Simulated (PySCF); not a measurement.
UHF on Si (silicon, neutral)

Configuration: [Ne] 3s2 3p2, high-spin 3P determinant. All numbers are calculated (PySCF 2.14, the non-relativistic Hamiltonian (point nucleus), in aug-cc-pV(5+d)Z (8s7p6d4f3g2h, 136 functions)).

| Quantity | Value |
| --- | --- |
| Total energy | -288.858830 hartree |
| One-electron energy | -400.5706 hartree |
| Hartree (Coulomb) energy | 132.0162 hartree |
| Exchange energy | -20.3044 hartree |
| Kinetic energy | 288.85873 hartree |
| ⟨S²⟩ | 2.0157 |
| ⟨L²⟩ | 2.047 |
| Sum of ⟨r⟩ | 14.47 bohr |
| Sum of ⟨r²⟩ | 32.14 bohr² |
| Traceless quadrupole moment −½Σ⟨3z² − r²⟩ along its main axis | 3.63 e·bohr² |
| Density at the nucleus (Gaussians lack the cusp) | 1760 bohr⁻³ |
| Spin density at the nucleus | -0.142 bohr⁻³ |
| Langevin diamagnetic susceptibility | -25.5 ×10⁻⁶ cm³/mol |

```csv
shell,electrons,mean orbital energy (eV),spread (eV),"rms radius, mean of both spins (bohr)"
1s α,1,-1872.6,0,0.129
1s β,1,-1872.3,0,0.129
2s α,1,-167.64,0,0.614
2s β,1,-167.34,0,0.614
2p α,3,-116.07,0.295,0.600
2p β,3,-115.49,0.361,0.600
3s α,1,-16.867,0,2.39
3s β,1,-12.593,0,2.39
3p α,2,-8.202,0,2.98
```

Spin-orbit constants ζ (cm⁻¹) from the X2C one-electron operator on these orbitals (non-relativistic here): bare nucleus, nucleus screened by l(l+1)(2l+1)/3 electrons, and screened by the Breit-Pauli mean field of the electrons.

```
shell   bare  screened nucleus  mean field
   2p   3853              3302        3054
   3p  165.9             142.2       128.4
```

To first order the Landé constant is A = 64.21 cm⁻¹, so the lowest level has J = 0 and lies 0.0159 eV below the centre of the term. This holds in LS coupling only.
